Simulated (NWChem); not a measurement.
System: GaHSeF$_{2}$; SMILES [F][Ga]([F])[SeH]

Computed with NWChem. Geometry: optimised at PBE0/def2-SVP. One conformer.

Diagonal of the polarisability tensor at PBE/def2-SVPD, static: 52.00, 71.67, 46.44 bohr³.

**Question.** Find the mean polarisability volume, the molar refraction, and the refractive index that an ideal gas of it would have at 273.15 K and 1 atm.

**Answer.** 
1. Mean: one third of the trace = 56.70 bohr³ × 0.14818 Å³/bohr³ = 8.40 Å³.
2. Molar refraction (Lorentz-Lorenz): (4π/3) N_A α = 21.2 cm³/mol.
3. Number density p/kT = 2.687 × 10⁻⁵ Å⁻³; n − 1 = 2π N α = 14.18 × 10⁻⁴.
4. These hold the electronic response alone: vibrational and orientational terms add to the static dielectric constant.
